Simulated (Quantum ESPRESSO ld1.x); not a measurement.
Values are calculated unless marked as measured or tabulated.
Question: W4+, 70 electrons, occupied as [Kr] 4d10 4f14 5p6 5d2 5f2 (not the ground configuration). Code: ld1.x of Quantum ESPRESSO 7.5. Model: Dirac Kohn-Sham, OLYP, spin-unpolarised, spherical densities, point nucleus; open shells fill j = l - 1/2 first. Some entries of the table are withheld. Estimate them.

orbital,occ.,eigenvalue (eV),r(max) (bohr)
1s1/2,2,-69461.1,0.01145
2s1/2,2,-12041.0,0.06586
2p1/2,2,-11517.2,(1)
2p3/2,4,-10164.4,(2)
3s1/2,2,-2823.12,0.1855
3p1/2,2,-2590.10,0.1737
3p3/2,4,-2297.40,0.1877
3d3/2,4,-1906.01,0.1469
3d5/2,6,-1842.26,0.1508
4s1/2,2,-633.603,0.4210
4p1/2,2,-536.971,0.4207
4p3/2,4,-469.089,0.4504
4d3/2,4,-310.485,0.4469
4d5/2,6,-297.944,0.4563
5s1/2,0,-139.116,(3)
5p1/2,2,-109.094,1.013
4f5/2,6,-98.6117,0.4251
5p3/2,4,-97.8379,1.087
4f7/2,8,-96.3117,0.4300
5d3/2,2,-55.8215,1.297
5d5/2,0,-54.4062,1.324
6p1/2,0,-35.7855,2.409
6p3/2,0,-33.5474,2.568
5f5/2,2,-21.3106,(4)
5f7/2,0,-21.2220,(5)

Answer: 
(1) 2p1/2 r(max) (bohr): 0.04896
(2) 2p3/2 r(max) (bohr): 0.05580
(3) 5s1/2 r(max) (bohr): 0.9517
(4) 5f5/2 r(max) (bohr): 2.454
(5) 5f7/2 r(max) (bohr): 2.475
